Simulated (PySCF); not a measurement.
Work out the structure from these simulated measurements.

Elements present: C, H, N and O. Monoisotopic mass: 126.0429 u.

- Rotational structure: rotational constants A, B, C: 4.223, 1.107, 0.887 GHz [PBE0-D3(BJ)/def2-TZVP]
- 13C NMR: chemical shifts (computed TMS as zero) by class: 197.7 (1 C), 185.4 (1 C), 172.7 (1 C), 32.2 (1 C), 14.2 (1 C) ppm [GIAO B97-2/pcSseg-2]
- NMR, other nuclei: isotropic shieldings of nuclei other than C and H, by class: -155 (1 N), -11 (1 N), -331 (1 O), -92 (1 O) ppm [GIAO B97-2/pcSseg-2]
- Dipole: 4.95 D [B97-2/pcSseg-2]
- 1H NMR: chemical shifts (computed TMS as zero) by class: 2.64 (3 H), 2.59 (3 H) ppm [GIAO B97-2/pcSseg-2]

Gas-phase values; electronic properties from PySCF, density fitting. Levels stand in brackets. Isolated species at its PBE0-D3(BJ)/def2-TZVP geometry (one conformer only). NMR values are class means; diastereotopic atoms form classes of their own.

Problem. Which formula fits the mass and the elements?

Solution. C5H6N2O2 (calculated 126.0429). No other formula that holds each of these elements comes within 0.0003 u with a fitting electron parity and a possible valence count.

Problem. Give a SMILES that accounts for the data.

Solution. Numbering: `[CH3:1][C:2](=[O:3])[c:4]1[n:5][o:6][c:7]([CH3:8])[n:9]1`. Its formula, C5H6N2O2, gives 4 degrees of unsaturation: 1 ring and 3 π bonds in the structure found (Kekulé form). 5 carbons fall into 5 classes; from least to most shielded: ketone carbonyl carbon [C2] (197.7 ppm), substituted aromatic carbon [C7] (185.4 ppm), substituted aromatic carbon [C4] (172.7 ppm), methyl carbon next to a carbonyl [C1] (32.2 ppm), benzylic-type carbon [C8] (14.2 ppm). Hydrogen classes from least to most shielded: 3 H on a methyl carbon next to a carbonyl, C1 (2.64 ppm, a mean of values up to 0.8 ppm apart in this geometry), 3 H on a benzylic-type carbon, C8 (2.59 ppm). The other shieldings belong to: -155 ppm, pyridine-type nitrogen [N5]; -11 ppm, pyridine-type nitrogen [N9]; -331 ppm, ketone oxygen [O3]; -92 ppm, ring oxygen [O6]. By its constants the optimised geometry is an asymmetric top. Structure: `CC(=O)C1=NOC(C)=N1`. Computed isomers that give other values at the same levels: `Cn1nc(O)ccc1=O` (13C chemical shifts (computed TMS as zero) by class: 163.3 (1 C), 155.8 (1 C), 141.1 (1 C), 129.7 (1 C), 44.1 (1 C) ppm). The assignments are read from this structure; whether some other isomer fits the data as well wasn't checked.

The values belong to the conformer `[CH3:1][C:2](=[O:3])[c:4]1[n:5][o:6][c:7]([CH3:8])[n:9]1`: C1–C2–C4–N5 177°.
